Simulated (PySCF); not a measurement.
**Correlation energy of O (oxygen, neutral)**

[He] 2s2 2p4, high-spin 3P determinant. Calculation: PySCF 2.14, in cc-pVTZ (4s3p2d1f, 30 functions); the non-relativistic Hamiltonian (point nucleus). Frozen: 1s2; 6 electrons correlated.

MP2 pair energies summed by pair of shells (mhartree):

```
 pair  energy  share (%)
2p-2p  -67.05       46.8
2s-2p  -65.67       45.9
2s-2s  -10.43        7.3
```

Total MP2 correlation energy: -143.15 mhartree.

Same-spin part -35.50 and opposite-spin part -107.65 mhartree; SCS-MP2 scales them by 1/3 and 6/5 to -141.01 mhartree.

```json
{"level": "CCSD", "correlation energy (mhartree)": "-159.29"}
{"level": "(T)", "correlation energy (mhartree)": "-2.91"}
{"level": "CCSD(T)", "correlation energy (mhartree)": "-162.20"}
```

Diagnostics: T1 = 0.0053, D1 = 0.0105, largest double amplitude 0.048.

Is a single reference adequate?

Yes: T1 lies below 0.03 and no double amplitude reaches 0.07.
